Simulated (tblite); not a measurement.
A tight-binding relaxation on `C[SiH2]N[SiH2]C(C)C`.

Computed with GFN2-xTB geometry optimisation, gas phase (tblite 0.8.0). Start geometry: from a force field or distance geometry. The command runs a driver script over a list of jobs; the input below is this job's line of settings and its coordinates in Å.

Command:
```bash
OMP_NUM_THREADS=1 python probes_run.py task.json out
```

Input:
```
{"job": {"kind": "relax", "xc": "GFN2-xTB", "basis": "xTB"}, "charge": 0, "multiplicity": 1}
C      3.586100     0.771300    -0.265900
Si     2.480600    -0.649400     0.228400
N      0.888000    -0.558900    -0.562100
Si    -0.280700    -0.101300     0.722100
C     -2.050200    -0.353500     0.258800
C     -2.076800    -0.872300    -1.176600
C     -2.783500     0.953100     0.409500
H      3.996800     0.585500    -1.260700
H      3.044300     1.736800    -0.225900
H      4.409000     0.835600     0.464200
H      2.284500    -0.512700     1.697800
H      3.179500    -1.915200    -0.070200
H      0.891800     0.134600    -1.332600
H      0.024800    -1.033800     1.848400
H      0.031800     1.281900     1.131100
H     -2.519900    -1.146400     0.897000
H     -1.320000    -1.689100    -1.232500
H     -1.719300    -0.078900    -1.845200
H     -3.072200    -1.255700    -1.405000
H     -3.480200     1.067100    -0.429100
H     -3.403700     0.983100     1.344300
H     -2.121000     1.837600     0.402600
```

Output:
```
step      E/eV     max force
  0    -614.91344    2.035
  1    -615.08208    1.064
  2    -615.15584    0.680
  3    -615.20854    0.734
  4    -615.25695    0.651
  5    -615.29678    0.486
  6    -615.34566    0.585
  7    -615.39896    0.483
  8    -615.44079    0.456
  9    -615.47202    0.352
... (183 lines left out)
193    -615.88577    0.018
194    -615.88583    0.020
195    -615.88590    0.019
196    -615.88596    0.015
197    -615.88601    0.017
198    -615.88605    0.014
199    -615.88608    0.011
200    -615.88611    0.011
201    -615.88613    0.011
202    -615.88615    0.008
```

«max force» is the largest atomic force in eV/Å.

Problem. From which step on does the largest force stay under 0.1 eV/Å, and how much energy is left to gain from there?

Solution. From step 160 (0.076 eV/Å), 10.4 meV above the end.

Summary of the converged run: energy lowered by 22.4 kcal/mol over 202 steps; largest atomic force 0.008 eV/Å at the end.

Problem. Give the final coordinates.

Solution. 0.924 Å rms from the input after alignment:
```
atom  x, y, z in Å
C1     3.3904    0.7618   -0.1420
Si2    2.7097   -0.9119    0.4157
N3     0.9896   -0.9095    0.1844
Si4   -0.1542    0.3158    0.6139
C5    -1.8693   -0.2699    0.0258
C6    -1.9449   -0.3614   -1.4962
C7    -2.9614    0.6584    0.5441
H8     3.1133    0.9777   -1.1693
H9     3.0036    1.5636    0.4789
H10    4.4737    0.7859   -0.0774
H11    3.0583   -1.1404    1.8267
H12    3.2138   -2.0135   -0.4129
H13    0.5934   -1.8160   -0.0037
H14   -0.1754    0.5445    2.0676
H15    0.2206    1.5589   -0.0673
H16   -2.0654   -1.2694    0.4306
H17   -1.1714   -1.0187   -1.8875
H18   -1.8106    0.6226   -1.9410
H19   -2.9146   -0.7452   -1.8144
H20   -3.9467    0.3185    0.2251
H21   -2.9506    0.6994    1.6306
H22   -2.8126    1.6679    0.1665
```

The run took 1.8 s wall on Arm Neoverse V1, one thread, no GPU, shared host with 64 logical CPUs at a one-minute load of 26.
Labels such as C1 count atoms from 1, the log's own numbers from 0.
